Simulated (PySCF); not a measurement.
**Mayer bond orders and bond lengths**

Isopropoxybenzene, C₉H₁₂O.
Numbering: `[CH3:1][CH:2]([CH3:3])[O:4][c:5]1[cH:6][cH:7][cH:8][cH:9][cH:10]1` (hydrogens: H11, H12, H13 on C1; H14 on C2; H15, H16, H17 on C3; H18 on C6; H19 on C7; H20 on C8; H21 on C9; H22 on C10)

Cartesian coordinates in Å at the GFN2-xTB level; atoms count from 1:
```xyz
22
C9H12O angstrom
C     -1.798   -0.553   -1.616
C     -1.715   -0.206   -0.129
C     -2.872   -0.834    0.642
O     -0.525   -0.722    0.452
C      0.662   -0.083    0.281
C      1.757   -0.686    0.907
C      3.012   -0.124    0.822
C      3.206    1.050    0.111
C      2.128    1.649   -0.511
C      0.861    1.094   -0.434
H     -1.843   -1.632   -1.738
H     -0.925   -0.185   -2.150
H     -2.690   -0.110   -2.052
H     -1.747    0.885    0.005
H     -2.840   -1.915    0.535
H     -2.793   -0.591    1.699
H     -3.819   -0.465    0.261
H      1.589   -1.599    1.458
H      3.845   -0.603    1.315
H      4.189    1.492    0.043
H      2.265    2.564   -1.069
H      0.043    1.592   -0.931
```

Bond orders from the PBE0/pcSseg-1 density (PySCF). The structure is a single GFN2-xTB conformer in the gas phase; no vibrational or solvent corrections.

Problem. Where do the orders between heavy atoms depart from those drawn in the SMILES?

Solution. The largest departure is 0.154, at C2–O4 (drawn single, 0.846), counting aromatic bonds as 1.5. Drawn single, order below 0.88: C2–O4 (0.846). The bonds drawn aromatic range from 1.36 to 1.48.

Problem. Set the Mayer orders of the bonds between heavy atoms beside their lengths.

Solution. 
```tsv
bond	drawn as	length (Å)	Mayer order
C1–C2	single	1.529	1.038
C2–C3	single	1.526	1.051
C2–O4	single	1.421	0.846
O4–C5	single	1.359	1.016
C5–C6	aromatic	1.397	1.390
C6–C7	aromatic	1.378	1.478
C7–C8	aromatic	1.386	1.408
C8–C9	aromatic	1.382	1.454
C9–C10	aromatic	1.386	1.434
C10–C5	aromatic	1.391	1.358
```

Bonds between the same two heavy elements. C–C: lowest C1–C2 (1.038, 1.529 Å), highest C6–C7 (1.478, 1.378 Å); in 1 of the 28 pairs the longer bond (by over 0.003 Å) has the higher order (by 0.02 or more). C–O: lowest C2–O4 (0.846, 1.421 Å), highest O4–C5 (1.016, 1.359 Å).

Problem. And the bonds to hydrogen?

Solution. C–H: 0.93 to 0.97 (12 bonds).

Problem. Sum the orders of all bonds at each heavy atom with more than one neighbour and set the sums beside the valence in the SMILES.

Solution. C1 3.914 (drawn 4), C2 3.861 (drawn 4), C3 3.935 (drawn 4), O4 1.862 (drawn 2), C5 3.764 (drawn 4), C6 3.830 (drawn 4), C7 3.851 (drawn 4), C8 3.830 (drawn 4), C9 3.848 (drawn 4), C10 3.734 (drawn 4). Orders between atoms that aren't bonded are not in these sums.

The Mayer order sums products of elements of PS (density times overlap matrix) between the two atoms' basis functions, so it depends on the basis set.
